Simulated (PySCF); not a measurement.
Coordinates in bohr (charge 0 multiplicity 1):
```
Si    0.0000    0.0000    0.0000
Br    2.4040   -2.4040    2.4040
Br    2.4040    2.4040   -2.4040
Br   -2.4040   -2.4040   -2.4040
Br   -2.4040    2.4040    2.4040
```

Level of theory: PBE0/[Si def2-SVP, Br def2-SVP], no relativity, density fitting, PySCF.

This geometry of SiBr4 is a stationary point at this level.

Q: What is the point group?

A: Td.

Q: Is it a minimum?

A: Yes: all harmonic wavenumbers are real.

Q: List the harmonic modes with their infrared intensities.

A: 
```tsv
symmetry	ω (cm⁻¹)	IR (km/mol, summed over degenerate members)
e	84	0.0
t2	133	4.8
a1	251	0.0
t2	504	438
```

Q: Give the atomic charges and bond orders.

A: 
```tsv
atom	Mulliken	Löwdin	polar tensor	Mayer order to Si1
Si1	0.68	0.10	1.93	–
Br2,3,4,5	-0.17	-0.03	-0.48	1.11
```

In Td the vibrations span e + 2t2 + a1. The a1, e modes carry no infrared intensity, as symmetry demands.
